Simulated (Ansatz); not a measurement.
`[CH3][Sn][OH]` and `[CH3][Sn][F]` differ in one atom or group.

Ansatz, PBE0-D4/def2-TZVP geometries, multiplicity 1. Each molecule was computed in one conformer, which needn't be the lowest.

Elements past krypton have def2 core potentials.

```json
{"property": "LUMO energy (B3LYP/def2-TZVPP) / eV", "`[CH3][Sn][OH]`": "-2.39"}
{"property": "HOMO energy (PBE/def2-TZVPP) / eV", "`[CH3][Sn][OH]`": "-5.47"}
{"property": "LUMO energy (ωB97M-V/def2-TZVPP) / eV", "`[CH3][Sn][OH]`": "-0.40"}
{"property": "HOMO–LUMO gap (B3LYP/def2-TZVPP) / eV", "`[CH3][Sn][OH]`": "3.94"}
{"property": "ideal-gas entropy at 298 K and 1 bar (rigid rotor, harmonic PBE0-D4/def2-TZVP) / J/(mol·K)", "`[CH3][Sn][OH]`": "315"}
{"property": "size of the dipole moment (B3LYP/def2-TZVPP) / D", "`[CH3][Sn][OH]`": "1.78"}
```

Question: What does the change do to each property? (Best estimate.)

Answer: Computed: 
```csv
property,`[CH3][Sn][F]`,shift
LUMO energy (B3LYP/def2-TZVPP) / eV,-2.79,-0.40
HOMO energy (PBE/def2-TZVPP) / eV,-5.60,-0.13
LUMO energy (ωB97M-V/def2-TZVPP) / eV,-0.76,-0.36
HOMO–LUMO gap (B3LYP/def2-TZVPP) / eV,3.71,-0.23
"ideal-gas entropy at 298 K and 1 bar (rigid rotor, harmonic PBE0-D4/def2-TZVP) / J/(mol·K)",315,0
size of the dipole moment (B3LYP/def2-TZVPP) / D,2.78,1.00
```

With PBE0 the HOMO falls by 0.17 eV and the LUMO falls by 0.38 eV, so the gap narrows by about 0.21 eV. PBE moves the HOMO by -0.13 eV and ωB97M-V by -0.16 eV. The zero-point energy changes by -30.7 kJ/mol with -3 modes. Dipoles are sizes alone; their direction can turn. Modes under 60 cm⁻¹, often nearly free rotors, make the harmonic entropy too high.

B3LYP here is the variant with VWN-RPA as its local correlation; programs differ in this.
